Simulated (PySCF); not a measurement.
C₆H₄N₂O₂, SMILES c1coc(-c2nnco2)c1. Atoms are numbered in the order given.

```xyz
14

C     -0.6571    -2.8345     0.0000
C      0.7040    -2.7168     0.0000
O      1.0690    -1.4247     0.0000
C     -0.0593    -0.6877     0.0000
C      0.0746     0.7447     0.0000
N      1.1463     1.4760     0.0000
N      0.7196     2.7804     0.0000
C     -0.5667     2.7462     0.0000
O     -1.0532     1.4897     0.0000
C     -1.1623    -1.5034     0.0000
H     -1.2288    -3.7595     0.0000
H      1.5140    -3.4413     0.0000
H     -1.2713     3.5742     0.0000
H     -2.2001    -1.1794     0.0000
```
Charge 0, spin multiplicity 1.

Geometry optimised at PBE0-D3(BJ)/def2-SVP. The values are those of a single conformer.

Computed with PBE/pcSseg-1 (PySCF).

GIAO shieldings, no solvent; atoms alike by connectivity are averaged. δ = σ(ref) − σ: ¹³C against TMS (σ = 182.0 ppm); ¹⁷O against H2O (σ = 334.3 ppm); ¹⁵N against NH3 (σ = 267.0 ppm); ¹H against TMS (σ = 31.49 ppm), references at their B3LYP-D3(BJ)/def2-TZVP geometries, non-relativistic.

| atoms | nucleus | count | δ (ppm) |
|---|---|---|---|
| C5 | ¹³C | 1 | 160.2 |
| C8 | ¹³C | 1 | … |
| C2 | ¹³C | 1 | 148.4 |
| C4 | ¹³C | 1 | … |
| C10 | ¹³C | 1 | 117.8 |
| C1 | ¹³C | 1 | 117.8 |
| O9 | ¹⁷O | 1 | … |
| O3 | ¹⁷O | 1 | 306.8 |
| N7 | ¹⁵N | 1 | 359.4 |
| N6 | ¹⁵N | 1 | … |
| H13 | ¹H | 1 | … |
| H12 | ¹H | 1 | 7.79 |
| H14 | ¹H | 1 | … |
| H11 | ¹H | 1 | … |

**Question.** What belongs in the gaps? (An estimate is asked for; the answer gives what the named calculation found.)

**Answer.** 
- H13, δ (ppm): 8.21
- O9, δ (ppm): 321.2
- N6, δ (ppm): 344.3
- C8, δ (ppm): 152.5
- H11, δ (ppm): 6.92
- H14, δ (ppm): 7.37
- C4, δ (ppm): 145.0
